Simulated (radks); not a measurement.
Spin polarisation of the 5d1 shell in the hafnium ion Hf+. Start: [Xe] 4f14 5d(up 0.5, down 0.5) 6s2; electrons of 5d are moved from spin down to spin up, other shells keep equal spins. All-electron calculation, non-relativistic Kohn-Sham, TPSS, spin-polarised, spherical densities, point nucleus; meta-GGA in the generalised Kohn-Sham scheme. Program: a radial shooting solver on a logarithmic mesh with Libxc functionals.

| moment (Bohr magnetons) | E - E(0) (eV) | e(5d up) (eV) | e(5d down) (eV) | 6s down minus up (eV) | 4f down minus up (eV) |
|---|---|---|---|---|---|
| 0 | 0.000 | -12.041 | -12.041 | 0.000 | 0.000 |
| 0.25 | -0.011 | -12.131 | -11.947 | 0.105 | 0.024 |
| 0.5 | -0.046 | -12.218 | -11.850 | 0.209 | 0.048 |
| 0.75 | -0.103 | -12.301 | -11.749 | 0.313 | 0.073 |
| 1 | -0.184 | -12.381 | -11.643 | 0.416 | 0.097 |

At moment 1 the spin-polarisation energy is -0.184 eV and the 5d exchange splitting 0.737 eV, that is 0.737 eV per Bohr magneton; E = -I m^2/4 would give I = 0.736 eV.
